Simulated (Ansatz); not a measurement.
The cluster Ag₂Ge, relaxed as a singlet with RKS PBE0-D4/def2-TZVP in Ansatz, starting from the GFN1-xTB geometry. Force threshold 0.02 eV/Å.

In the def2 sets Ag takes a core potential; there is no spin–orbit coupling. The relaxation made no stability test and no search for a lower SCF solution. The structure comes from a short search, and lower isomers may exist.

Start:

Cartesian coordinates in Å:
```
Ag -1.0329 -0.0791 -1.1491
Ag 1.1613 -0.9696 0.3179
Ge -0.1283 1.0488 0.8312
```

Question: Estimate the energy that the relaxation releases and the steps that it takes.

Answer: 0.04 eV, in 4 steps; 8.5 s on 4 threads of Arm Neoverse V1 on a shared host. No frequencies were taken in this run, so the end may be a saddle point.

Question: Does the start keep its bonding and symmetry?

Answer: By distances, no bond broke or formed. The bond that changes most is Ag1–Ag2, from 2.79 to 3.02 Å (atoms count from 1). Point group C2v at the start, C2v at the end, both within 0.05 Å.

Question: Predict the relaxed structure.

Answer: 
```xyz
3

Ag   -1.127   -0.025   -1.197
Ag    1.252   -0.991    0.393
Ge   -0.125    1.016    0.805
```
Bond lengths (bridged metal pairs left out): 2 × Ag–Ge 2.47 Å; 1 × Ag–Ag 3.02 Å.
